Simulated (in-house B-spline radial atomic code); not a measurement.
Successive ionisation energies of mercury; each step leads to the configuration of the next row (after the last: [Xe] 4f14 5d3/2(3)). Dirac energy differences include first-order Breit, QED and recoil terms. NIST's values go from ground level to ground level; the uncertainty of those that are theory runs from under 0.1 % in few-electron ions to several per cent in heavy many-electron ones. Computed with a radial B-spline atomic code at the basis-set limit: Dirac-Hartree-Fock, jj configuration that fills j = l - 1/2 first, finite nuclei.

A number in brackets counts the electrons of a j subshell.

```csv
ion,configuration,ionisation energy (eV),tabulated value (eV),computed minus tabulated (eV),highest orbital,largest mean radius (bohr)
Hg,[Xe] 4f14 5d10 6s2,8.51,10.4375,-1.92,6s1/2,2.8434
Hg+,[Xe] 4f14 5d10 6s1,17.09,18.75688,-1.66,6s1/2,2.6127
Hg2+,[Xe] 4f14 5d10,?,?,?,?,?
Hg3+,[Xe] 4f14 5d3/2(4) 5d5/2(5),47.23,48.55,-1.32,5d5/2,1.3948
Hg4+,[Xe] 4f14 5d3/2(4) 5d5/2(4),?,?,?,?,?
Hg5+,[Xe] 4f14 5d3/2(4) 5d5/2(3),78.32,76.6,1.72,5d5/2,1.3104
Hg6+,[Xe] 4f14 5d3/2(4) 5d5/2(2),94.99,93,1.99,5d5/2,1.276
Hg7+,[Xe] 4f14 5d3/2(4) 5d5/2(1),112.34,113.9,-1.56,5d5/2,1.2451
Hg8+,[Xe] 4f14 5d3/2(4),133.92,134,-0.08,5d3/2,1.1886
```

Problem. Fill in the row of Hg2+.

Solution. ionisation energy (eV): 32.98; tabulated value (eV): 34.49; computed minus tabulated (eV): -1.51; highest orbital: 5d5/2; largest mean radius (bohr): 1.449.

Problem. Fill in the row of Hg4+.

Solution. ionisation energy (eV): 62.37; tabulated value (eV): 61.2; computed minus tabulated (eV): 1.17; highest orbital: 5d5/2; largest mean radius (bohr): 1.3495.

Problem. Where is the largest jump?

Solution. From Hg to Hg+, by a factor of 2.01 (8.5138 to 17.093 eV); the highest orbital goes from 6s1/2 to 6s1/2.

Problem. How far is this level of theory from the measured and semi-empirical values?

Solution. Over those 7 rows the differences run from -1.92 to +1.99 eV (mean absolute value 1.6 eV). The calculation leaves out correlation and, in open shells, the multiplet splittings that an average leaves out.
